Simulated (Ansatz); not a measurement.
Cost and result for the atomization energy of CH3FGeO (`F[CH]1[O][GeH2]1`) (7 atoms, 7 bonds).

Z-matrix (Å, degrees):
```
C
O 1 1.361
Ge 1 1.924 2 66.8
F 1 1.359 2 114.5 3 113.1
H 1 1.092 2 117.1 3 -117.6
H 3 1.528 1 122.8 2 -83.7
H 3 1.525 1 119.4 2 86.8
```

The species carries charge 0 and has multiplicity 1. Correlated methods include outer-core shells of Ge, which these sets cover unevenly. Scalar relativity is left out up to krypton. The geometry is a stationary point of PBE0-D4/def2-TZVP. Program: Ansatz. All runs use 4 threads of a server CPU on a shared host. Times are those of one run each, without the atoms' runs, and a repeat can differ threefold. Electronic energies, without spin–orbit coupling; frozen cores. CCSD(T)/CBS adds CCSD(T) − MP2 in def2-TZVPP to the MP2 limit, and its time is that of the two runs behind it. T1 = 0.015. With those shells the extrapolation isn't a true limit. HSE06 is the plane-wave form, built on full-range PBE exchange.

CCSD(T)/CBS is a level of theory with its own doubt, some kJ/mol a heavy atom from the limit and from the frozen cores, so smaller differences don't rank the functionals.

| level | functions | atomization (kcal/mol) | difference from CCSD(T)/CBS | per bond |
| --- | --- | --- | --- | --- |
| LDA (SPW92)/def2-TZVPP | 183 | 670.9 | 111.4 | 15.9 |
| ωB97X-V/def2-TZVPP | 183 | 560.0 | 0.5 | 0.1 |
| HSE06-D4/def2-TZVPP | 183 | 556.7 | -2.8 | -0.4 |
| r2SCAN-D4/def2-TZVPP (with forces) | 183 | 563.1 | 3.6 | 0.5 |
| r2SCANh-D4/def2-TZVPP | 183 | 555.0 | -4.5 | -0.6 |
| CCSD(T)/CBS(def2) | – | 559.5 | 0.0 | 0.0 |
| PBE-QIDH/def2-TZVPP | 183 | 550.7 | -8.8 | -1.3 |
| CCSD(T)/def2-TZVPP | 183 | 543.4 | -16.1 | -2.3 |
| BHLYP-D4/def2-TZVPP | 183 | 523.2 | -36.3 | -5.2 |
| CCSD(T)/def2-SVP | 89 | 518.8 | -40.7 | -5.8 |
| revPBE-D4/def2-TZVPP | 183 | 558.1 | -1.4 | -0.2 |
| PBE0-D4/def2-TZVPP | 183 | 556.1 | -3.4 | -0.5 |
| MP2/def2-QZVPP | 350 | 568.7 | 9.2 | 1.3 |

Task: Order the runs by time, with rough figures. (An estimate is asked.)

Result: Ansatz gave: LDA (SPW92)/def2-TZVPP 1.1 s; revPBE-D4/def2-TZVPP 1.2 s; r2SCAN-D4/def2-TZVPP (with forces) 2.2 s; BHLYP-D4/def2-TZVPP 2.2 s; PBE0-D4/def2-TZVPP 2.3 s; HSE06-D4/def2-TZVPP 2.7 s; r2SCANh-D4/def2-TZVPP 3.8 s; PBE-QIDH/def2-TZVPP 4.1 s; CCSD(T)/def2-SVP 4.2 s; ωB97X-V/def2-TZVPP 4.6 s; MP2/def2-QZVPP 14 s; CCSD(T)/def2-TZVPP 42 s; CCSD(T)/CBS(def2) 55 s.

In def2-TZVPP, CCSD(T) changes the Hartree–Fock value by +185.0 kcal/mol (the triples alone add +13.7 kcal/mol) and MP2 by +200.7 kcal/mol; breaking electron pairs costs correlation energy, which Hartree–Fock lacks. At CCSD(T), def2-SVP lies −40.6 kcal/mol from the extrapolated value and def2-TZVPP −16.1 kcal/mol: correlation converges slowly with the basis, and small sets miss more of it in the bonded molecule than in its fragments. From PBE to PBE0 (25 % exact exchange), in def2-TZVPP and without D4, the atomization energy moves by −21.7 kcal/mol: exact exchange takes away binding that semilocal exchange gives to molecules.
